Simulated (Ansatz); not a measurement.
C2H6InS (`[CH2][In]([CH3])[SH]`) radical, 10 atoms. Total charge 0; spin multiplicity 2. Correlated methods include outer-core shells of In, which these sets cover unevenly. In takes the def2 core potential. All runs use 4 threads of an Arm Neoverse V2 on a shared host. Correlated methods freeze the cores. Open-shell runs search over several starts.

(1) Give the basis size and wall time and peak host memory of each of these runs in Ansatz. UKS PBE0-D4/def2-TZVP relaxation (7 steps); direct RPA on PBE orbitals/def2-TZVPP energy; UKS r2SCANh-D4/def2-TZVPP energy; UKS CAM-B3LYP-D4/def2-TZVPP energy; UKS ωB97M-V/def2-QZVPP energy; UKS PBE0-D4/def2-SVP energy; UKS PBE0-D4/def2-QZVPP energy; UHF-CCSD(T)/def2-SVP energy; UHF-MP2/def2-TZVPP energy; UKS ωB97M-V/def2-TZVPP energy and forces; UKS ωB97M-V/def2-SVP energy; UKS PBE0-D4/def2-TZVP frequencies. (Estimate.)

Results:

(1) Ansatz gave: Other jobs shared the machine, so times are rough.

```json
{"level": "UKS PBE0-D4/def2-SVP", "job": "energy", "functions": "102", "wall time": "1.7 s", "peak host memory (GiB)": "0.47"}
{"level": "UHF-MP2/def2-TZVPP", "job": "energy", "functions": "238", "wall time": "4.6 s", "peak host memory (GiB)": "0.72"}
{"level": "UKS CAM-B3LYP-D4/def2-TZVPP", "job": "energy", "functions": "238", "wall time": "5.5 s", "peak host memory (GiB)": "0.98"}
{"level": "UKS ωB97M-V/def2-SVP", "job": "energy", "functions": "102", "wall time": "7 s", "peak host memory (GiB)": "0.55"}
{"level": "direct RPA on PBE orbitals/def2-TZVPP", "job": "energy", "functions": "238", "wall time": "7.5 s", "peak host memory (GiB)": "0.74"}
{"level": "UKS r2SCANh-D4/def2-TZVPP", "job": "energy", "functions": "238", "wall time": "8 s", "peak host memory (GiB)": "0.87"}
{"level": "UKS PBE0-D4/def2-QZVPP", "job": "energy", "functions": "446", "wall time": "14 s", "peak host memory (GiB)": "2"}
{"level": "UKS ωB97M-V/def2-TZVPP", "job": "energy and forces", "functions": "238", "wall time": "15 s", "peak host memory (GiB)": "1.2"}
{"level": "UHF-CCSD(T)/def2-SVP", "job": "energy", "functions": "102", "wall time": "15 s", "peak host memory (GiB)": "0.99"}
{"level": "UKS ωB97M-V/def2-QZVPP", "job": "energy", "functions": "446", "wall time": "28 s", "peak host memory (GiB)": "2.6"}
{"level": "UKS PBE0-D4/def2-TZVP", "job": "relaxation (7 steps)", "functions": "185", "wall time": "31 s", "peak host memory (GiB)": "0.61"}
{"level": "UKS PBE0-D4/def2-TZVP", "job": "frequencies", "functions": "185", "wall time": "2.4 min", "peak host memory (GiB)": "0.63"}
```
